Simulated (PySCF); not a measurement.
A small calculation by hand: dipole moment from atomic charges

Ti(F)4(OH2) (F₄H₂OTi), SMILES [OH2]->[Ti]([F])([F])([F])[F], multiplicity 1. Atoms are numbered in the order given.

```xyz
8

Ti    -0.2391     0.0096     0.0000
F      0.1745    -0.7818     1.5091
F      0.1745    -0.7818    -1.5091
F     -0.1649     1.7400     0.0000
F     -1.9504    -0.2500     0.0000
O      2.0475     0.1387     0.0000
H      2.3884    -0.3291    -0.7733
H      2.3884    -0.3291     0.7733
```

Geometry: PBE0-D3(BJ)/def2-SVP. The multiplicity is an assumed one; other spin states were not compared.

Charges (e) from PBE/def2-TZVP run with PySCF:

| atom | ESP fit | IAO |
|---|---|---|
| Ti1 | 1.216 | 1.533 |
| F2 | -0.354 | -0.433 |
| F3 | -0.354 | -0.433 |
| F4 | -0.303 | -0.393 |
| F5 | -0.329 | -0.382 |
| O6 | -0.683 | -0.659 |
| H7 | 0.403 | 0.383 |
| H8 | 0.403 | 0.383 |

The dipole moment of the full density is 4.00 D.

Question: What dipole moment does each set of point charges give, and which comes closer to that of the density?

Answer: 
μ = Σ q r, and 1 e Å = 4.8032 D.
ESP fit: Σ q r = (0.804, -0.240, 0.000) e Å, |μ| = 4.03 D.
IAO: Σ q r = (0.772, -0.240, 0.000) e Å, |μ| = 3.89 D.
ESP fit comes closer in size. Point charges leave out the atoms' own dipoles (lone pairs, polarised bonds); fits to the potential absorb them, partitions of the density don't.
